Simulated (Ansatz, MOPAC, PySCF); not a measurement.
Complex: HF (SMILES F) (first 2 atoms) with HI (SMILES I); geometry from B3LYP-D3(BJ)/def2-TZVP, rigid monomers moved along the line of their centres of mass till F1···H4 is 2.56 Å.
(charge 0, multiplicity 1):
```xyz
4

F      0.5518     0.6191    -0.2611
H      0.2829    -0.2134    -0.5646
I     -0.1974     0.1776     3.7464
H      0.2133     0.6988     2.2704
```

Counterpoise-corrected where a basis set is named; no monomer relaxation. Rows marked so take none.

Correlated levels freeze the cores. Filled d and f shells under p-block atoms count as core. CBS(a, b) extrapolates the correlation energy as X⁻³ and adds the Hartree–Fock energy of set b. Rows in 3-21G, STO-3G carry no dispersion term and start afresh at each structure; the Pople sets are all-electron and without relativity. The state reached by AM1, PM3, PM6, PM7 isn't checked; PM7 holds dispersion and hydrogen-bond terms.

Run with Ansatz (an electronic-structure program) with Gaussian orbitals; MOPAC for AM1, PM3, PM6, PM7 (differences of heats of formation); PySCF for 3-21G rows, STO-3G rows, the dispersion terms. Each number belongs to the level named beside it. In def2 rows elements past Kr take small-core potentials, without spin–orbit coupling.

Other levels give for the interaction energy: PBE/def2-TZVPPD -61.0; B3LYP/def2-TZVPPD -43.1; B3LYP-D3(BJ)/def2-TZVPPD -62.9; wB97M-V/def2-TZVPPD -63.1; CCSD(T)/CBS(def2-TZVPPD, def2-QZVPPD) -63.2 meV.

**Question.** What do these common cheap choices give for the same quantity: AM1, PM3, PM6, PM7, HF/STO-3G (no counterpoise), HF/3-21G (no counterpoise), B3LYP/3-21G (no counterpoise)?

**Answer.** AM1 -44.0; PM3 -7.2; PM6 -19.6; PM7 -34.2; HF/STO-3G (no counterpoise) -39.2; HF/3-21G (no counterpoise) -98.0; B3LYP/3-21G (no counterpoise) -164.3 meV. They span -164.3 to -7.2 meV.
